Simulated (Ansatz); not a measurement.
`[F][GeH2][SiH3]` + `[CH3][AlH][OH]` → `[CH3][AlH][O][SiH3]` + `[F][GeH3]` at 700 K and 1 bar (cleavage of the Si–Ge bond).

Gas-phase electronic energies from Ansatz, PBE0-D4/def2-TZVP geometries. CCSD(T)/CBS is the MP2 limit (def2-TZVPP, def2-QZVPP) plus CCSD(T) − MP2 in def2-TZVPP, frozen cores. For Ge outer-core shells are correlated without core-valence functions, which leaves a few kJ/mol of doubt a bond. Scalar relativity is left out up to krypton. Each species was taken in one conformer, which may not be the lowest.

| species | CCSD(T)/CBS energy (Eh) | H − E (kJ/mol) | S (J/(mol·K)) |
| --- | --- | --- | --- |
| `[F][GeH2][SiH3]` | -2468.01111 | 177.2 | 423.4 |
| `[CH3][AlH][OH]` | -358.31021 | 207.1 | 395.2 |
| `[CH3][AlH][O][SiH3]` | -648.63113 | 272.9 | 520.2 |
| `[F][GeH3]` | -2177.72589 | 105.3 | 308.2 |

H − E and S are ideal-gas, rigid-rotor, harmonic terms from PBE0-D4/def2-TZVP, for one conformer and one mirror image of each species. 1 Eh = 2625.50 kJ/mol, R = 8.31446 J/(mol·K).

Problem. By hand: ΔE, ΔH, ΔS and ΔG.

Solution. ΔE = (-648.63113) + (-2177.72589) − (-2468.01111) − (-358.31021) = -0.03570 Eh = -93.7 kJ/mol. Δ(H − E) = 272.9 + 105.3 − 177.2 − 207.1 = -6.1, so ΔH = -99.8 kJ/mol. ΔS = 520.2 + 308.2 − 423.4 − 395.2 = 9.8 J/(mol·K). ΔG = -99.8 − 700 × (9.8)/1000 = -106.7 kJ/mol.

Problem. By hand: the equilibrium constant, and the temperature at which ΔG would vanish if ΔH and ΔS stayed fixed.

Solution. log₁₀ K = −ΔG/(RT ln 10) = 8.0. ΔH and −TΔS have one sign here, so there is no such temperature.

The number of gas molecules stays the same, so ΔS is small and ΔH decides. A doubt of 5 kJ/mol in ΔE shifts log₁₀ K by 0.4 here. Other conformers and mirror images would add mixing entropy, several J/(mol·K) or more a flexible species. Modes under 60 cm⁻¹, often nearly free rotors, make the harmonic entropy too high. These are equilibria of isolated gas molecules and say nothing of rates. Largest T1 diagnostic: 0.012 (customary marks: 0.02 for closed shells, 0.045 for open ones).

ΔS is within the doubt of such terms, so its sign, and with it that verdict, could turn.
